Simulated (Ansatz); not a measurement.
Isolated molecules relaxed with PBE0-D4/def2-TZVP in Ansatz; ΔE leaves out vibrations. CBS: MP2 limit from def2 TZ/QZ plus the TZ coupled-cluster correction, frozen cores. Functionals use def2-TZVPP. B3LYP here is the variant with VWN-RPA as its local correlation; programs differ in this. For Ge outer-core shells are correlated without core-valence functions, which leaves a few kJ/mol of doubt a bond. Scalar relativity is left out up to krypton. One conformer a species, not always the lowest.

Consider the ligand exchange at a B–C bond: `BC=NB` + `O[SiH2][GeH2][F]` → `BO[SiH2][GeH2][F]` + `BN=C`.

| level | ΔE (kJ/mol) | difference from CCSD(T)/CBS |
| --- | --- | --- |
| PBE-D4 | -119.6 | 9.5 |
| r2SCAN-D4 | -124.7 | 4.4 |
| PBE0-D4 | -125.5 | 3.6 |
| B3LYP-D4 | -131.2 | -2.1 |
| ωB97X-V | -131.2 | -2.1 |
| ωB97M-V | -130.3 | -1.2 |
| r2SCAN | -124.5 | 4.6 |
| PBE0 | -125.1 | 4.0 |
| HF/def2-TZVPP | -146.4 | -17.3 |
| MP2/def2-TZVPP | -133.7 | -4.6 |
| CCSD/def2-TZVPP | -135.1 | -6.0 |
| CCSD(T)/def2-TZVPP | -132.9 | -3.8 |
| HF/def2-QZVPP | -147.6 | -18.5 |
| MP2/def2-QZVPP | -131.9 | -2.8 |
| SCS-MP2/def2-QZVPP | -134.3 | -5.2 |
| CCSD/CBS(def2) | -131.3 | -2.2 |
| CCSD(T)/CBS | -129.1 | 0 |

Largest T1 diagnostic among the species: 0.017.

In def2-TZVPP, CCSD(T) changes the Hartree–Fock value by +13.5 kJ/mol (the triples alone add +2.2 kJ/mol) and MP2 by +12.7 kJ/mol. From PBE to PBE0 (25 % exact exchange), in def2-TZVPP and without D4, ΔE moves by −5.7 kJ/mol.
